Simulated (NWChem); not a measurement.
Species: MgSi₂H₆; SMILES [SiH3][Mg][SiH3]

```xyz
9

Mg    -0.0002     0.0000     0.0001
Si    -0.0006     2.5926     0.0003
H     -1.2542     3.1842     0.6080
H      0.0996     3.1850    -1.3888
H      1.1520     3.1852     0.7820
Si    -0.0007    -2.5926     0.0002
H      0.9028    -3.1852    -1.0596
H     -1.3706    -3.1843    -0.2525
H      0.4651    -3.1849     1.3128
```
Atoms are numbered in this order, from 1.

Level: PBE-D3(BJ)/def2-SVP (NWChem), optimised geometry, unscaled harmonic frequencies. 

```
frequency (cm⁻¹)  IR intensity (km/mol)
----------------  ---------------------
1                                   0.0
87                                 16.3
87                                 16.3
223                                 0.0
333                                 0.0
333                                 0.0
379                                 0.1
379                                 0.1
419                                57.4
795                               586.9
823                                 0.0
905                                 0.1
905                                 0.1
907                                61.7
907                                61.7
2106                              191.9
2110                                0.0
2121                                1.7
2121                                0.3
2122                              178.5
2122                              177.0
```

```json
{
  "zero_point_energy": "28.8 kcal/mol",
  "thermal correction to the enthalpy at 298.15 K (with zero-point energy)": "34.4 kcal/mol",
  "heat capacity Cv": "24.6 cal/(mol K)",
  "entropy at 298.15 K and 1 atm (symmetry number 6)": "89.8 cal/(mol K)",
  "dipole_moment": "0.00 D"
}
```

Rigid rotor and harmonic oscillator; modes under 100 cm⁻¹ make the entropy uncertain.
